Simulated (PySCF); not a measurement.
A structure optimised at ωB97X-D3(BJ)/def2-TZVP, used in a PySCF frequency run:

```xyz
6

Be     0.0000     0.0000     0.5342
Br     0.0000     0.0000    -1.4233
Si     0.0000     0.0000     2.7087
H     -1.1995    -0.6925     3.2521
H      0.0000     1.3851     3.2521
H      1.1995    -0.6925     3.2521
```

**Question.** Write its SMILES, formula and point group.

**Answer.** [SiH3][Be][Br], BeBrH3Si, C3v

**Question.** What are its rotational constants (standard atomic weights)?

**Answer.** 87.117, 1.2604, 1.2604 GHz
